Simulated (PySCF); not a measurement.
# Radial density of Mo⁺ (molybdenum, charge +1)

MN15, [Kr] 4d5, high-spin 6S determinant. All numbers are calculated (PySCF 2.14, scalar relativity by spin-free X2C-1e, in x2c-SVPall (6s5p5d1f, 53 functions)).

```json
{"r (bohr)": "0.0319", "4πr²ρ (e/bohr)": "50.77", "4πr²(ρα − ρβ)": "-0.0028"}
{"r (bohr)": "0.0537", "4πr²ρ (e/bohr)": "44.88", "4πr²(ρα − ρβ)": "-0.0026"}
{"r (bohr)": "0.0904", "4πr²ρ (e/bohr)": "62.22", "4πr²(ρα − ρβ)": "0.0435"}
{"r (bohr)": "0.152", "4πr²ρ (e/bohr)": "54.45", "4πr²(ρα − ρβ)": "0.2872"}
{"r (bohr)": "0.256", "4πr²ρ (e/bohr)": "42.95", "4πr²(ρα − ρβ)": "0.5950"}
{"r (bohr)": "0.430", "4πr²ρ (e/bohr)": "42.69", "4πr²(ρα − ρβ)": "0.1578"}
{"r (bohr)": "0.723", "4πr²ρ (e/bohr)": "12.46", "4πr²(ρα − ρβ)": "0.5782"}
{"r (bohr)": "1.22", "4πr²ρ (e/bohr)": "10.85", "4πr²(ρα − ρβ)": "2.8376"}
{"r (bohr)": "2.05", "4πr²ρ (e/bohr)": "3.172", "4πr²(ρα − ρβ)": "2.0474"}
{"r (bohr)": "3.44", "4πr²ρ (e/bohr)": "0.3979", "4πr²(ρα − ρβ)": "0.3894"}
{"r (bohr)": "5.79", "4πr²ρ (e/bohr)": "0.006430", "4πr²(ρα − ρβ)": "0.0061"}
{"r (bohr)": "9.74", "4πr²ρ (e/bohr)": "2.585e-05", "4πr²(ρα − ρβ)": "0.0000"}
```

Densities and radii are taken from the X2C orbitals without a picture-change correction, which distorts them close to the nucleus.

Question: Where is the radial spin density 4πr²(ρα − ρβ) most negative, and why is it negative at all?

Answer: Around r = 0.0319 bohr, down to -0.0028 e/bohr: exchange with the open shell polarises the paired shells in an unrestricted calculation.
